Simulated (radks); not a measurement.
The numbers below are computed, except where a source is named.
All-electron atom: the neodymium ion Nd20+ in [Ar] 3d10 4s2 4p5.75 4d4 5s0.25 (fractional occupations, a model configuration).

Code: a radial shooting solver on a logarithmic mesh with Libxc functionals. Model: scalar-relativistic Kohn-Sham, LDA (Slater exchange, Perdew-Wang correlation), spin-polarised, spherical densities, finite nucleus; open shells are filled with parallel spins first (spin-orbit coupling, left out, can overturn this in heavy ions); Fermi nuclear charge, rms radius 4.9123 fm.

Energy parts (hartree):
part                       energy
total                  -9452.2018
kinetic                10067.8997
electron-nucleus      -22158.5975
Hartree                 2833.7829
exchange-correlation    -195.2869

Orbitals (lengths in bohr, moments of r in powers of bohr; r(max) is where P^2 peaks):
| orbital | occ. | eigenvalue (hartree) | r(max) | <r^4> | <1/r> |
|---|---|---|---|---|---|
| 1s up | 1 | -1613.345 | 0.01511 | 1.531e-06 | 65.98 |
| 1s down | 1 | -1613.334 | 0.01511 | 1.530e-06 | 65.98 |
| 2s up | 1 | -277.8499 | 0.08557 | 0.0002489 | 15.25 |
| 2s down | 1 | -277.7484 | 0.08556 | 0.0002488 | 15.25 |
| 2p up | 3 | -250.6607 | 0.06893 | 0.0001830 | 14.38 |
| 2p down | 3 | -250.5756 | 0.06892 | 0.0001829 | 14.39 |
| 3s up | 1 | -75.39049 | 0.2434 | 0.009752 | 5.584 |
| 3s down | 1 | -75.31634 | 0.2434 | 0.009714 | 5.586 |
| 3p up | 3 | -66.81421 | 0.2381 | 0.01010 | 5.283 |
| 3p down | 3 | -66.73543 | 0.2381 | 0.01006 | 5.286 |
| 3d up | 5 | -54.98075 | 0.1949 | 0.008101 | 5.021 |
| 3d down | 5 | -54.88302 | 0.1950 | 0.008060 | 5.022 |
| 4s up | 1 | -28.90367 | 0.5482 | 0.1903 | 2.496 |
| 4s down | 1 | -28.61563 | 0.5477 | 0.1908 | 2.496 |
| 4p up | 3 | -25.88713 | 0.5658 | 0.2254 | 2.347 |
| 4p down | 2.75 | -25.60145 | 0.5654 | 0.2266 | 2.345 |
| 4d up | 4 | -21.61164 | 0.5746 | 0.2730 | 2.158 |
| 4d down | 0 | -21.32962 | 0.5743 | 0.2757 | 2.156 |
| 5s up | 0.25 | -14.86043 | 1.052 | 2.014 | 1.344 |
| 5s down | 0 | -14.69749 | 1.056 | 2.057 | 1.336 |

The highest occupied level is 5s up at -404.37 eV. The configuration is held as typed, so some empty levels lie below it. The spin density at the nucleus is 115.9 e/bohr^3 (1s -1.7, 2s -6.8, 3s -3.4, 4s 0.4, 5s 127.5). The density falls to 0.001 e/bohr^3 at r = 1.73 bohr. Summed over all electrons, <r^2> = 6.443 bohr^2, which gives a Langevin (diamagnetic) susceptibility term of -5.1 x 10^-6 cm^3/mol. Spin moment in Bohr magnetons: 4.5.
